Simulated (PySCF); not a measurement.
# Reading the logs of faulty runs: ClGeH3NSi cation

These are calculations, not measurements. The program is PySCF 2.14.0, an open-source quantum chemistry code, run on an isolated molecule that a program drew, which may never have been made. The molecule is ClGeH3NSi cation (charge +1, singlet), drawn as the SMILES string `[SiH2]=[N][GeH+][Cl]`.

Each row is a Hartree-Fock (HF) and frozen-core CCSD(T) single point in the cc-pV(D+d)Z basis, meant for a local HF minimum. Run 1 is clean. Each other run has one planted mistake out of seven kinds, and not every kind appears here: one electron removed, one electron added, multiplicity raised by two, geometry at a saddle point, minimal basis STO-3G, one bond length entered in bohr, all coordinates scaled. The reference is restricted for singlets and unrestricted otherwise, and also for a bond in bohr. Adding or removing an electron swaps singlet and doublet. Electrons count all cores. HOMO and LUMO are orbital energies over both spins, the gradient is its largest component, and the lowest frequency (negative if imaginary) is given only where the gradient is small. Bond lengths are over the 6 bonds as drawn. T1 is the CCSD diagnostic: over 0.02 (restricted) or 0.045 (unrestricted) a single reference is doubtful. Germanium has the cc-pVDZ-PP basis, with a core potential (ECP10MDF) in place of its 10 inner electrons, and its 3s, 3p and 3d shells are frozen in CCSD(T).

Geometry of the clean run:
```xyz
7
ClGeH3NSi cation, angstrom
Si    0.8965    2.0162   -0.4996
N     0.3659    1.4324    0.8775
Ge   -0.1970    0.8974    2.3697
Cl   -0.5531    2.2666    3.8927
H    -0.0259    2.4230   -1.5565
H     2.3264    2.1493   -0.7663
H    -0.4765   -0.5375    2.7139
```

```
run  electrons  basis functions  <S^2>  HOMO (eV)  LUMO (eV)  gradient (hartree/bohr)  lowest frequency (cm^-1)  mean bond (Å)  longest bond (Å)      T1  HF (hartree)  CCSD(T) (hartree)                     mistake
  1         72               98  0.000     -16.31      -3.71                  9.5e-06                        83         1.6285             2.079  0.0187   -1097.78406        -1098.30297                    no fault
  2         72               98  2.035     -11.30      -6.18                  1.5e-01                         -         1.6285             2.079  0.0198   -1097.64200        -1098.12694  multiplicity raised by two
  3         72               98  0.000     -16.16      -3.79                  1.3e-02                         -         1.6546             2.112  0.0197   -1097.78174        -1098.30452      all coordinates scaled
  4         72               98  0.907     -15.78      -5.60                  1.4e-02                         -         1.8512             2.838  0.0287   -1097.68469        -1098.18713                           ?
  5         72               98  0.000     -16.23      -4.67                  2.6e-05                      -124         1.6350             2.086  0.0161   -1097.77896        -1098.29557                           ?
```

**Which mistake was planted in run 4, and what did it cost?**

The mean bond changes by a factor of 1.137 and the longest by 1.365, so the molecule wasn't scaled as a whole. A length L in bohr read as angstrom grows by (1/0.5292 - 1) L = 0.890 L. The 6 bonds together grew by 6 x 0.2227 = 1.336 Å, which gives L = 1.502 Å. That is bond Ge3-H7, 1.502 Å in the clean geometry. So the mistake is: one bond length entered in bohr. Subtracting run 1 and multiplying by 627.51 kcal/mol a hartree, the energy moved by 62.4 kcal/mol in HF and 72.7 kcal/mol in CCSD(T).

**Which mistake was planted in run 5, and what did it cost?**

The gradient is small, so the point is stationary, but the lowest frequency is imaginary (-124 cm^-1). So the mistake is: geometry at a saddle point. Subtracting run 1 and multiplying by 627.51 kcal/mol a hartree, the energy moved by 3.2 kcal/mol in HF and 4.6 kcal/mol in CCSD(T).

